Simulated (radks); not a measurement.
Values are calculated unless marked as measured or tabulated.
Spherical quantum dot in the effective-mass picture: electrons in a well V = -V0 / (1 + exp((r - R)/a)) with V0 = 9.42, R = 3.7, a = 0.16, with a point charge +2 (a donor) at the centre, all in effective atomic units (hartree* = m*/eps^2 hartree, bohr* = eps/m* bohr), one dielectric constant everywhere. Level of theory: non-relativistic Kohn-Sham, exchange-only LDA, spin-polarised, spherical densities (a radial shooting solver with Libxc functionals). Levels are named by radial order and angular momentum (1s, 1p, 1d, 2s, ...), and open shells are averaged over m.

N = 13, configuration 1s2 1p6 1d(up 3, down 0) 2s2. This is the lowest configuration that the search found. Occupied and some empty levels:

| level | occupation | eigenvalue (hartree*) | <r> (bohr*) |
|---|---|---|---|
| 1s up | 1 | -5.4497 | 1.663 |
| 1s down | 1 | -5.4111 | 1.562 |
| 1p up | 3 | -5.0628 | 2.471 |
| 1p down | 3 | -4.9916 | 2.460 |
| 2s up | 1 | -4.8730 | 1.769 |
| 2s down | 1 | -4.8310 | 1.855 |
| 1d up | 3 | -4.6927 | 2.624 |
| 1d down | 0 | -4.6179 | 2.621 |
| 1f up | 0 | -4.2194 | 2.733 |
| 1f down | 0 | -4.1435 | 2.734 |
| 2p up | 0 | -3.6636 | 1.975 |
| 1g up | 0 | -3.6494 | 2.823 |
| 2p down | 0 | -3.6221 | 1.971 |
| 1g down | 0 | -3.5736 | 2.824 |

Energy (hartree*): total -96.5440, kinetic 11.273, external -136.59, Hartree 33.222, exchange-correlation -4.4517.
